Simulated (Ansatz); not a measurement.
`BrCCCCBr` + H₂ → `CCBr` + `CCBr` at 298.15 K and 1 bar (hydrogenolysis of a C–C bond).

Program: Ansatz. Geometries: PBE0-D4/def2-TZVP. ΔE: electronic, gas phase. CCSD(T)/CBS is the MP2 limit (def2-TZVPP, def2-QZVPP) plus CCSD(T) − MP2 in def2-TZVPP, frozen cores. This one scheme is used for every species. For Br outer-core shells are correlated without core-valence functions, which leaves a few kJ/mol of doubt a bond. Scalar relativity is left out up to krypton. Each species was taken in one conformer, which may not be the lowest.

```
   species  CCSD(T)/CBS energy (Eh)  H − E (kJ/mol)  S (J/(mol·K))
`BrCCCCBr`              -5303.67997           322.7          390.0
        H₂                 -1.17544            35.1          130.4
    `CCBr`              -2652.43806           186.9          286.2
    `CCBr`              -2652.43806           186.9          286.2
```

H − E and S are ideal-gas, rigid-rotor, harmonic terms from PBE0-D4/def2-TZVP, for one conformer and one mirror image of each species. For small species the MP2-based limit differs from directly extrapolated CCSD(T) by up to some mEh (0.8 for H₂); such offsets cancel only in part. 1 Eh = 2625.50 kJ/mol, R = 8.31446 J/(mol·K).

Q: By hand: ΔE, ΔH, ΔS and ΔG.

A: ΔE = (-2652.43806) + (-2652.43806) − (-5303.67997) − (-1.17544) = -0.02071 Eh = -54.4 kJ/mol. Δ(H − E) = 186.9 + 186.9 − 322.7 − 35.1 = 16.0, so ΔH = -38.4 kJ/mol. ΔS = 286.2 + 286.2 − 390.0 − 130.4 = 52.0 J/(mol·K). ΔG = -38.4 − 298.15 × (52.0)/1000 = -53.9 kJ/mol.

Q: By hand: the equilibrium constant, and the temperature at which ΔG would vanish if ΔH and ΔS stayed fixed.

A: log₁₀ K = −ΔG/(RT ln 10) = 9.4. ΔH and −TΔS have one sign here, so there is no such temperature.

TΔS isn't small against ΔH here. A doubt of 5 kJ/mol in ΔE shifts log₁₀ K by 0.9 here. Other conformers and mirror images would add mixing entropy, several J/(mol·K) or more a flexible species. Modes under 60 cm⁻¹, often nearly free rotors, make the harmonic entropy too high. These are equilibria of isolated gas molecules and say nothing of rates. Largest T1 diagnostic: 0.008 (customary marks: 0.02 for closed shells, 0.045 for open ones).
